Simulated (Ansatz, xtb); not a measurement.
**C3H3BF2O: which of two isomers lies lower**

Structure I: `CC(=C=O)B(F)F`, a singlet. Structure II: `C=C(C=O)B(F)F`, a singlet. Both are isolated molecules in the gas phase, relaxed with B3LYP-D3(BJ)/def2-SVP; the shapes shown needn't be the lowest conformers.

I (Å):

```tsv
atom	x (Å)	y (Å)	z (Å)
C	2.0386	-1.4094	-2.4380
C	1.3121	-0.3489	-1.6184
C	0.6957	-0.6532	-0.4809
B	1.2435	1.1176	-2.0461
F	1.8314	1.5131	-3.1683
F	0.6088	2.0430	-1.3330
O	0.1539	-0.9014	0.5131
H	1.5915	-1.4969	-3.4402
H	1.9997	-2.3992	-1.9619
H	3.0970	-1.1367	-2.5684
```

II (Å):

```xyz
10

C    -0.0311   -0.8455    0.5217
C    -0.3979   -0.6801   -0.7651
C     0.0424   -1.7087   -1.7494
B    -1.2577    0.5594   -1.1813
F    -1.6232    1.4373   -0.2562
F    -1.6475    0.7924   -2.4145
O    -0.2134   -1.7007   -2.9280
H    -0.3186   -0.1329    1.2994
H     0.5721   -1.7063    0.8355
H     0.6585   -2.5332   -1.2976
```

Quicker runs give these differences E(II) − E(I): GFN2-xTB +97.7 kJ/mol; HF/STO-3G +53.3 kJ/mol (at GFN2-xTB geometries); r2SCAN-D4/def2-SVP +62.3 kJ/mol (at GFN2-xTB geometries).

Question: Estimate E(II) − E(I) at the level CCSD(T)/def2-SVP + ΔMP2/def2-TZVPP.

Answer: Calculated at CCSD(T)/def2-SVP + ΔMP2/def2-TZVPP: E(II) − E(I) = +44.0 kJ/mol, so structure I lies lower.

How the difference moves with the method:

```tsv
level	geometry	E(II) − E(I) (kJ/mol)	departure from the last row (kJ/mol)	job, with rough time for the two
GFN2-xTB	GFN2-xTB	+97.7	+53.7	optimisation, 0.28 s
HF/STO-3G	GFN2-xTB	+53.3	+9.3	single point, 0.8 s
r2SCAN-D4/def2-SVP	GFN2-xTB	+62.3	+18.2	single point, 5.1 s
B3LYP-D3(BJ)/def2-SVP	B3LYP-D3(BJ)/def2-SVP	+51.4	+7.4	optimisation, 60 s
HF/def2-SVP	B3LYP-D3(BJ)/def2-SVP	+37.4	−6.6	part of the CCSD(T) run
MP2/def2-SVP	B3LYP-D3(BJ)/def2-SVP	+61.6	+17.6	part of the CCSD(T) run
CCSD(T)/def2-SVP	B3LYP-D3(BJ)/def2-SVP	+44.9	+0.9	single point
CCSD(T)/def2-SVP + ΔMP2/def2-TZVPP	B3LYP-D3(BJ)/def2-SVP	+44.0		single point, 67 s
```

As drawn, both hold the same kinds of bond in the same numbers. Structure I has 1 methyl group, II 0.

None of the levels shown reverses the order. The largest departure from CCSD(T)/def2-SVP + ΔMP2/def2-TZVPP is that of GFN2-xTB, 53.7 kJ/mol. A small imaginary or near-zero mode remains, so no thermal terms are given. The last row adds to CCSD(T) the change of the MP2 difference between the two basis sets, here −0.9 kJ/mol.

The correlated steps freeze 7 core orbitals. Programs: Ansatz 0.2.0, xtb 6.7.1; the last row on 2 threads of Intel(R) Xeon(R) Processor @ 2.70GHz on a shared host.
